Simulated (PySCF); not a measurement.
How methods differ on the excitation energy of In

In [Kr] 4d10 5s2 5p1 (2P) → In [Kr] 4d10 5s1 5p2 (4P), as a difference of total energies. Computed with PySCF 2.14 in aug-cc-pVTZ-PP with one added diffuse shell each of d, f type with ECP28MDF (6s5p5d3f, 67 functions), with a scalar-relativistic core potential. Correlated levels: valence: 4s2 4p6 4d10 frozen. The calculations carry no spin-orbit coupling.

| method | excitation energy (eV) | error (eV) |
| --- | --- | --- |
| UHF | 2.890 | -1.460 |
| MP2 (valence) | 3.517 | -0.833 |
| SCS-MP2 (valence) | 3.758 | -0.592 |
| CCSD (valence) | 3.730 | -0.620 |
| CCSD(T) (valence) | 3.749 | -0.601 |

Reference: 4.350 eV (measured; NIST levels, between the centres of gravity of the two terms).

Errors of the correlated levels include the incompleteness of this basis and the frozen core.
